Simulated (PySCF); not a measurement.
## SMILES F[C@@H]1C[CH2][Ge@@H]1[F], C$_{3}$H$_{6}$F$_{2}$Ge

Molfile (atoms numbered from 1):
```
C3H6F2Ge
     RDKit          3D

 12 12  0  0  0  0  0  0  0  0999 V2000
   -0.3846    2.3212    0.2100 F   0  0  0  0  0  0  0  0  0  0  0  0
   -0.5129    1.0663   -0.3176 C   0  0  2  0  0  0  0  0  0  0  0  0
   -0.8215   -0.0135    0.7291 C   0  0  0  0  0  0  0  0  0  0  0  0
   -0.0353   -1.2331    0.2155 C   0  0  0  0  0  0  0  0  0  0  0  0
    1.1536    0.0042   -0.8445 Ge  0  0  2  0  0  4  0  0  0  0  0  0
    2.5256    0.4732    0.1582 F   0  0  0  0  0  0  0  0  0  0  0  0
   -1.2690    1.1336   -1.1039 H   0  0  0  0  0  0  0  0  0  0  0  0
   -1.8872   -0.2014    0.8551 H   0  0  0  0  0  0  0  0  0  0  0  0
   -0.4134    0.3210    1.6833 H   0  0  0  0  0  0  0  0  0  0  0  0
   -0.6418   -1.8704   -0.4237 H   0  0  0  0  0  0  0  0  0  0  0  0
    0.4024   -1.8432    1.0009 H   0  0  0  0  0  0  0  0  0  0  0  0
    1.8852   -0.1585   -2.1884 H   0  0  0  0  0  0  0  0  0  0  0  0
  1  2  1  0
  2  3  1  0
  3  4  1  0
  4  5  1  0
  5  6  1  0
  5  2  1  0
  2  7  1  6
  3  8  1  0
  3  9  1  0
  4 10  1  0
  4 11  1  0
  5 12  1  6
M  END
```

The calculation used TDDFT CAM-B3LYP/def2-SVPD circular dichroism and optical rotation, one conformer, gas phase in PySCF. Geometry: GFN2-xTB.

The calculation is non-relativistic, which matters for the atoms heavier than Zn.

Stereocentres: C2 S, Ge5 S.

(1) Give the optical rotatory dispersion at 633, 589.3, 546, 436, 405, 365, 355 nm.

(2) And for the mirror image at 589.3 nm?

(3) What is the molar rotation [Φ] = [α]·M/100 of the geometry above at 589.3 nm?

## Answers

(1) [α] in deg dm⁻¹ (g/mL)⁻¹:
| λ (nm) | origin-invariant length gauge | modified velocity gauge | length gauge (centre of mass) | isotropic polarisability (au) |
| --- | --- | --- | --- | --- |
| 633 | +24.7 | +21.3 | +25.8 | 66.3 |
| 589.3 | +29.0 | +24.9 | +30.3 | 66.6 |
| 546 | +34.6 | +29.7 | +36.1 | 66.9 |
| 436 | +59.8 | +50.7 | +62.3 | 68.2 |
| 405 | +72.4 | +61.2 | +75.5 | 68.9 |
| 365 | +96.5 | +80.8 | +100.3 | 69.9 |
| 355 | +104.6 | +87.3 | +108.6 | 70.3 |

(2) -29.0 deg dm⁻¹ (g/mL)⁻¹ (origin-invariant length gauge): the same size and the opposite sign.

(3) With M = 152.71 g/mol, +44.3 deg cm² dmol⁻¹ (origin-invariant length gauge).

The first excitation lies at 6.27 eV (198 nm) with R = +7.0 × 10⁻⁴⁰ esu² cm² (velocity form).
